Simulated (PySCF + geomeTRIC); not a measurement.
Method: BP86-D3(BJ)/def2-SVP run with PySCF + geomeTRIC. fastk is a local helper that only speeds up exchange builds. No frequencies were computed at this level.

```python
import json, numpy as np
from pyscf import gto, dft
from fastk import lowrank_exchange
atoms = """
Hf    -0.210259    -0.134713    -0.032042
H     -2.031765    -0.124008    -0.417343
H      0.664535    -1.788993     0.029044
S      1.053029     1.181316    -1.825188
H      2.307355     0.907442    -1.491228
S      0.149281     0.884881     2.283518
H      1.473378     0.891581     2.362810
"""
def scf(charge, spin, dm0=None):
    mol = gto.M(atom=atoms, basis='def2-svp', ecp={'Hf': 'def2-svp'}, charge=charge, spin=spin, verbose=3, max_memory=10080)
    mf = dft.KS(mol, xc='bp86').density_fit(auxbasis="def2-universal-jkfit")
    mf.disp = 'd3bj'
    mf.grids.level = 3
    mf.conv_tol = 1e-8
    mf.max_cycle = 120
    mf.level_shift = 0.25
    mf.kernel(dm0)
    if not mf.converged:
        mf = mf.newton().run(mf.mo_coeff, mf.mo_occ).undo_soscf()
    return mf
mf = scf(0, 0)
from pyscf.geomopt.geometric_solver import kernel as optimize
path = []
done, mol = optimize(mf, maxsteps=120, assert_convergence=False, callback=lambda env: path.append((env["energy"], bool(env["g_scanner"].converged))))
res = dict(converged=bool(done and path[-1][1]), energy=path[-1][0], path=[e for e, c in path], xyz=mol.atom_coords(unit="Angstrom").tolist(), nao=mol.nao)
json.dump(res, open("result.json", "w"))
```

Output:

```
converged SCF energy = -846.771340198737
Geometry optimization cycle 1
converged SCF energy = -846.771340190873
cycle 1: E = -846.771340191  dE = -846.771  norm(grad) = 0.0672978
Geometry optimization cycle 2
converged SCF energy = -846.780483092551
cycle 2: E = -846.780483093  dE = -0.0091429  norm(grad) = 0.00955383
Geometry optimization cycle 3
converged SCF energy = -846.781139817613
cycle 3: E = -846.781139818  dE = -0.000656725  norm(grad) = 0.00496553
Geometry optimization cycle 4
converged SCF energy = -846.781824816997
cycle 4: E = -846.781824817  dE = -0.000684999  norm(grad) = 0.00490841
Geometry optimization cycle 5
converged SCF energy = -846.781967125218
cycle 5: E = -846.781967125  dE = -0.000142308  norm(grad) = 0.00296384
Geometry optimization cycle 6
converged SCF energy = -846.782194263809
cycle 6: E = -846.782194264  dE = -0.000227139  norm(grad) = 0.00314585
Geometry optimization cycle 7
converged SCF energy = -846.782332892971
cycle 7: E = -846.782332893  dE = -0.000138629  norm(grad) = 0.00377313
Geometry optimization cycle 8
converged SCF energy = -846.782541687596
cycle 8: E = -846.782541688  dE = -0.000208795  norm(grad) = 0.00398155
Geometry optimization cycle 9
converged SCF energy = -846.782742970439
cycle 9: E = -846.78274297  dE = -0.000201283  norm(grad) = 0.00357182
Geometry optimization cycle 10
converged SCF energy = -846.783010615745
cycle 10: E = -846.783010616  dE = -0.000267645  norm(grad) = 0.00301667
Geometry optimization cycle 11
converged SCF energy = -846.783146707386
cycle 11: E = -846.783146707  dE = -0.000136092  norm(grad) = 0.00214096
Geometry optimization cycle 12
converged SCF energy = -846.783266800987
cycle 12: E = -846.783266801  dE = -0.000120094  norm(grad) = 0.00163924
Geometry optimization cycle 13
converged SCF energy = -846.783423075484
cycle 13: E = -846.783423075  dE = -0.000156274  norm(grad) = 0.00271969
Geometry optimization cycle 14
converged SCF energy = -846.783615309935
cycle 14: E = -846.78361531  dE = -0.000192234  norm(grad) = 0.00355603
Geometry optimization cycle 15
converged SCF energy = -846.78375106443
cycle 15: E = -846.783751064  dE = -0.000135754  norm(grad) = 0.00240055
Geometry optimization cycle 16
converged SCF energy = -846.783818219241
cycle 16: E = -846.783818219  dE = -6.71548e-05  norm(grad) = 0.00105727
Geometry optimization cycle 17
converged SCF energy = -846.783842643326
cycle 17: E = -846.783842643  dE = -2.44241e-05  norm(grad) = 0.000884261
Geometry optimization cycle 18
converged SCF energy = -846.783854909978
cycle 18: E = -846.78385491  dE = -1.22667e-05  norm(grad) = 0.000695479
Geometry optimization cycle 19
converged SCF energy = -846.783858941334
cycle 19: E = -846.783858941  dE = -4.03136e-06  norm(grad) = 0.000315306
Geometry optimization cycle 20
converged SCF energy = -846.783860103257
cycle 20: E = -846.783860103  dE = -1.16192e-06  norm(grad) = 0.000167982
Geometry optimization cycle 21
converged SCF energy = -846.783860358
cycle 21: E = -846.783860358  dE = -2.54743e-07  norm(grad) = 0.000133371
Geometry optimization cycle 22
converged SCF energy = -846.783860441191
cycle 22: E = -846.783860441  dE = -8.31903e-08  norm(grad) = 0.000101133
Geometry optimization cycle 23
converged SCF energy = -846.783860442116
cycle 23: E = -846.783860442  dE = -9.25297e-10  norm(grad) = 8.09565e-05
Geometry optimization cycle 24
converged SCF energy = -846.783860348369
cycle 24: E = -846.783860348  dE = 9.37468e-08  norm(grad) = 0.00010513
<class 'geometric.internal.Distance'> : 6
<class 'geometric.internal.Angle'> : 8
<class 'geometric.internal.Dihedral'> : 6
<class 'geometric.internal.TranslationX'> : 1
<class 'geometric.internal.TranslationY'> : 1
<class 'geometric.internal.TranslationZ'> : 1
<class 'geometric.internal.RotationA'> : 1
<class 'geometric.internal.RotationB'> : 1
<class 'geometric.internal.RotationC'> : 1
Step    0 : Gradient = 2.544e-02/3.573e-02 (rms/max) Energy = -846.7713401909
Step    1 : Displace = 9.957e-02/1.461e-01 (rms/max) Trust = 1.000e-01 (=) Grad = 3.611e-03/6.022e-03 (rms/max) E (change) = -846.7804830926 (-9.143e-03) Quality = 0.917
Step    2 : Displace = 3.186e-02/5.333e-02 (rms/max) Trust = 1.414e-01 (+) Grad = 1.877e-03/2.891e-03 (rms/max) E (change) = -846.7811398176 (-6.567e-04) Quality = 1.550
Step    3 : Displace = 7.642e-02/1.277e-01 (rms/max) Trust = 2.000e-01 (+) Grad = 1.855e-03/2.557e-03 (rms/max) E (change) = -846.7818248170 (-6.850e-04) Quality = 1.119
Step    4 : Displace = 2.828e-02/5.135e-02 (rms/max) Trust = 2.828e-01 (+) Grad = 1.120e-03/1.799e-03 (rms/max) E (change) = -846.7819671252 (-1.423e-04) Quality = 1.613
Step    5 : Displace = 6.369e-02/1.179e-01 (rms/max) Trust = 3.000e-01 (+) Grad = 1.189e-03/1.569e-03 (rms/max) E (change) = -846.7821942638 (-2.271e-04) Quality = 1.352
Step    6 : Displace = 4.583e-02/8.930e-02 (rms/max) Trust = 3.000e-01 (=) Grad = 1.426e-03/1.949e-03 (rms/max) E (change) = -846.7823328930 (-1.386e-04) Quality = 1.589
Step    7 : Displace = 8.420e-02/1.678e-01 (rms/max) Trust = 3.000e-01 (=) Grad = 1.505e-03/2.561e-03 (rms/max) E (change) = -846.7825416876 (-2.088e-04) Quality = 1.358
Step    8 : Displace = 7.059e-02/1.390e-01 (rms/max) Trust = 3.000e-01 (=) Grad = 1.350e-03/2.779e-03 (rms/max) E (change) = -846.7827429704 (-2.013e-04) Quality = 1.493
Step    9 : Displace = 8.355e-02/1.484e-01 (rms/max) Trust = 3.000e-01 (=) Grad = 1.140e-03/1.550e-03 (rms/max) E (change) = -846.7830106157 (-2.676e-04) Quality = 1.329
Step   10 : Displace = 4.286e-02/6.631e-02 (rms/max) Trust = 3.000e-01 (=) Grad = 8.092e-04/1.104e-03 (rms/max) E (change) = -846.7831467074 (-1.361e-04) Quality = 1.444
Step   11 : Displace = 4.643e-02/8.303e-02 (rms/max) Trust = 3.000e-01 (=) Grad = 6.196e-04/9.770e-04 (rms/max) E (change) = -846.7832668010 (-1.201e-04) Quality = 1.470
Step   12 : Displace = 6.629e-02/1.320e-01 (rms/max) Trust = 3.000e-01 (=) Grad = 1.028e-03/1.722e-03 (rms/max) E (change) = -846.7834230755 (-1.563e-04) Quality = 1.483
Step   13 : Displace = 9.473e-02/1.938e-01 (rms/max) Trust = 3.000e-01 (=) Grad = 1.344e-03/1.976e-03 (rms/max) E (change) = -846.7836153099 (-1.922e-04) Quality = 1.427
Step   14 : Displace = 6.048e-02/1.190e-01 (rms/max) Trust = 3.000e-01 (=) Grad = 9.073e-04/1.287e-03 (rms/max) E (change) = -846.7837510644 (-1.358e-04) Quality = 1.425
Step   15 : Displace = 2.768e-02/5.058e-02 (rms/max) Trust = 3.000e-01 (=) Grad = 3.996e-04/6.410e-04 (rms/max) E (change) = -846.7838182192 (-6.715e-05) Quality = 1.292
Step   16 : Displace = 1.752e-02/3.275e-02 (rms/max) Trust = 3.000e-01 (=) Grad = 3.342e-04/5.333e-04 (rms/max) E (change) = -846.7838426433 (-2.442e-05) Quality = 1.322
Step   17 : Displace = 9.899e-03/2.083e-02 (rms/max) Trust = 3.000e-01 (=) Grad = 2.629e-04/3.655e-04 (rms/max) E (change) = -846.7838549100 (-1.227e-05) Quality = 1.211
Step   18 : Displace = 6.457e-03/1.249e-02 (rms/max) Trust = 3.000e-01 (=) Grad = 1.192e-04/2.138e-04 (rms/max) E (change) = -846.7838589413 (-4.031e-06) Quality = 1.053
Step   19 : Displace = 3.184e-03/4.858e-03 (rms/max) Trust = 3.000e-01 (=) Grad = 6.349e-05/9.599e-05 (rms/max) E (change) = -846.7838601033 (-1.162e-06) Quality = 0.967
Step   20 : Displace = 2.243e-03/3.715e-03 (rms/max) Trust = 3.000e-01 (=) Grad = 5.041e-05/6.859e-05 (rms/max) E (change) = -846.7838603580 (-2.547e-07) Quality = 0.557
Step   21 : Displace = 2.032e-03/3.345e-03 (rms/max) Trust = 3.000e-01 (=) Grad = 3.822e-05/5.940e-05 (rms/max) E (change) = -846.7838604412 (-8.319e-08) Quality = 0.304
Step   22 : Displace = 2.012e-03/3.079e-03 (rms/max) Trust = 3.000e-01 (=) Grad = 3.060e-05/5.081e-05 (rms/max) E (change) = -846.7838604421 (-9.253e-10) Quality = 0.004
Step   23 : Displace = 9.496e-04/1.517e-03 (rms/max) Trust = 1.006e-03 (-) Grad = 3.974e-05/7.139e-05 (rms/max) E (change) = -846.7838603484 (+9.375e-08) Quality = -0.332
Converged! =D
```

Cost: around 6 core-minutes (rough).
